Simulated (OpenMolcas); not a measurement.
Cr³⁺: effect of the basis set

| Item | Value |
| --- | --- |
| Program | OpenMolcas 26.06 |
| Method | MS-RASPT2, IPEA 0.25 Eh, imaginary shift 0.1 Eh (closed shells correlated: 3s) |
| Active space | 9 electrons in 8 orbitals (RAS1 3p, at most 2 holes; RAS2 3d) |
| State averaging | 2S+1 = 4 even, 10 roots; 2S+1 = 2 even, 40 roots |
| Spin-orbit coupling | state interaction with AMFI integrals over the reference wave functions, term energies averaged over their components |

A. ANO-R2 [6s4p4d2f], X2C, finite nucleus; CASPT2 step roughly 50 core-seconds
B. ANO-RCC-VTZP [6s5p3d2f1g], DKH2, point nucleus; CASPT2 step of the order of 23 core-seconds
C. ANO-RCC-VQZP [7s6p4d3f2g1h], DKH2, point nucleus; CASPT2 step of the order of 40 core-seconds

Energies in cm⁻¹ above 3d³ ⁴F_3/2, the measured ground level; measured values from Sugar and Corliss, J. Phys. Chem. Ref. Data 6, 317 (1977).

| Level | A | B | C | Measured |
| --- | --- | --- | --- | --- |
| 3d³ ⁴F_3/2 | 0.0 | 0.0 | 0.0 | 0.0 |
| 3d³ ⁴F_5/2 | 261 | 258 | 258 | 236 |
| 3d³ ⁴F_7/2 | 616 | 609 | 609 | 556 |
| 3d³ ⁴F_9/2 | 1058 | 1045 | 1044 | 946 |
| 3d³ ⁴P_1/2 | 14780 | 14650 | 14580 | 14059 |
| 3d³ ⁴P_3/2 | 14890 | 14760 | 14690 | 14177 |
| 3d³ ⁴P_5/2 | 15200 | 15070 | 15000 | 14471 |
| 3d³ ²G_7/2 | 15800 | 15420 | 15050 | 15052 |
| 3d³ ²G_9/2 | 16180 | 15790 | 15420 | 15402 |
| 3d³ ²P_3/2 [70 %] | 20290 | 19930 | 19600 |  |
| 3d³ ²P_1/2 | 20340 | 19900 | 19580 | 19519 |
| 3d³ ²D_3/2(1) [71 %] | 21600 | 21380 | 21020 | 20650 |
| 3d³ ²D_5/2(1) | 21680 | 21540 | 21170 | 20664 |
| 3d³ ²H_9/2 | 22150 | 21500 | 20980 | 21066 |
| 3d³ ²H_11/2 | 22430 | 21780 | 21260 | 21321 |
| 3d³ ²F_7/2 | 35950 | 35320 | 34770 | 34363 |
| 3d³ ²F_5/2 | 36110 | 35480 | 34930 | 34556 |
| 3d³ ²D_5/2(2) | 55000 | 54650 | 53830 | 52975 |
| 3d³ ²D_3/2(2) | 55190 | 54840 | 54020 | 53142 |

Deviations, from unrounded energies. A percentage is the sum of absolute deviations over the sum of measured energies, with the sign that they share, or ± where signs differ.

```csv
Against measurement,Levels,A,B,C
mean absolute deviation (cm-1),17,950,640,310
fine structure of the ground term (%),3,+11.4,+10.0,+10.0
other terms of the ground configuration (%),14,+4.5,+3.0,±1.5
```

C lies closest to measurement on these levels and A furthest from it. The largest miss of C in the table is 3d³ ²D_3/2(2), by +880 cm-1. The ranking rests on the paired levels alone, and a cruder setting can come out closer through cancelling errors.

The two smallest mean deviations differ by little beside CASPT2's spread within terms, so their order carries little weight.

Among A to C the level of the table that moves most is 3d³ ²F_5/2, by 1200 cm-1 (lowest in C, highest in A). Moves below CASPT2's spread within the term are not significant.

Term energies are means over components that CASPT2 splits; among the terms shown or strongly mixed into the levels shown the widest spread is 1600 cm-1 (3d³ ⁴F, C). Active for correlation alone: 3p; no level in the range computed is led by a configuration that opens it, so any true level of that kind is missing. The CASPT2 spread within a term exceeds the gap to the next term for 3d³ ²D(1) and 3d³ ²H, so the order of their levels is uncertain (holds for B; C). Computed and measured levels are paired by configuration, term and J; levels that our copy of the source lacks, or whose pairing is in doubt (as where it misses far off the trend of its configuration), stay unpaired and out of the deviations. Levels of configurations outside the active space are missing.

A share in square brackets marks a mixed level and gives the weight of the term that names it, the lowest over the columns. A number in round brackets counts repeated terms of one configuration in the order of the reference energies.
